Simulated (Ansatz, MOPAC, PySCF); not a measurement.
Noncovalent pair: GeH4 (SMILES [GeH4]) (first 5 atoms) with H4OSi (SMILES O[SiH3]); geometry from B3LYP-D3(BJ)/def2-TZVP, rigid monomers moved along the line of their centres of mass till Ge1···O6 is 2.93 Å.
(charge 0, multiplicity 1):
```xyz
11

Ge     0.3934    -0.3922     0.4431
H     -0.9029    -1.1927     0.6254
H      1.3711    -0.7001     1.5841
H      0.0843     1.1101     0.4010
H      1.0438    -0.8014    -0.8926
O     -0.8536     0.3802     2.9843
Si    -0.0801     0.2644     4.4426
H     -1.7555     0.7082     2.9632
H      0.0305     1.5880     5.1035
H      1.2629    -0.2647     4.1404
H     -0.7945    -0.6539     5.3631
```

Monomers are frozen at their geometry in the pair; levels with a basis set take the counterpoise correction. Rows marked so take none.

Rows in 6-31G* carry no dispersion term and start afresh at each structure (6-31G* with six Cartesian d functions); the Pople sets are all-electron and without relativity. The state reached by PM6, PM7 isn't checked; PM7 holds dispersion and hydrogen-bond terms.

Run with Ansatz (a program for electronic structure); MOPAC for PM6, PM7 (differences of heats of formation); PySCF for 6-31G* rows, the dispersion terms. Values without a source in brackets are computed.

### Question
One of these levels gives -3.9 kJ/mol for the interaction energy. Which?
A. HF/6-31G* (no counterpoise)
B. PBE-D4/def2-TZVPPD
C. PM7
D. PM6

### Answer
B, PBE-D4/def2-TZVPPD. The others give 335.7 (PM6), -9.2 (PM7), 4.3 (HF/6-31G* (no counterpoise))
